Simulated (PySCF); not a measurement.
Geometries of 2 isomers of C3H4Cl2OSi, from PySCF, PBE0-D3(BJ)/def2-SVP geometry optimisation, gas phase. One conformer each, no zero-point energy, no frequencies.

**Question.** Which isomer lies lower at this level?
A.
```xyz
11
angstrom
C      0.075   -1.383    0.610
C      0.416   -0.149   -0.199
C      1.505   -0.017   -0.929
O      2.450    0.143   -1.583
Si    -0.696    1.314   -0.202
Cl    -0.871    2.044    1.719
Cl    -2.578    0.726   -0.801
H     -0.017   -1.127    1.677
H      0.844   -2.161    0.509
H     -0.886   -1.804    0.277
H     -0.204    2.389   -1.095
```
B.
```xyz
11
angstrom
C      2.564   -0.911    0.285
C      1.570   -0.231    0.110
Si     0.062    0.785   -0.123
O     -0.314    1.008   -1.714
C     -1.342   -0.180    0.733
Cl    -1.674   -1.629   -0.268
Cl    -2.783    0.847    0.901
H      3.443   -1.514    0.435
H      0.223    2.120    0.495
H     -0.632    0.228   -2.182
H     -1.081   -0.548    1.734
```

**Answer.** A. That is `CC(=C=O)[SiH](Cl)Cl`, 75.1 kcal/mol below the other.

| SMILES | atoms numbered as above | E (Eh) | relative (kcal/mol) | relative (kJ/mol) | dipole (D) |
| --- | --- | --- | --- | --- | --- |
| CC(=C=O)[SiH](Cl)Cl | [CH3:1][C:2](=[C:3]=[O:4])[SiH:5]([Cl:6])[Cl:7] | -1400.78109 | 0.0 | 0.0 | 1.25 |
| C#C[Si@@H](O)C(Cl)Cl | [CH:1]#[C:2][Si@@H:3]([OH:4])[CH:5]([Cl:6])[Cl:7] | -1400.66148 | 75.1 | 314.0 | 2.17 |

As drawn, the lower has a C=O bond, cumulated double bonds and a C=C bond outside aromatic rings, which the higher lacks; the higher has a C≡C bond, an O–H bond and an Si–O bond, which the lower lacks.
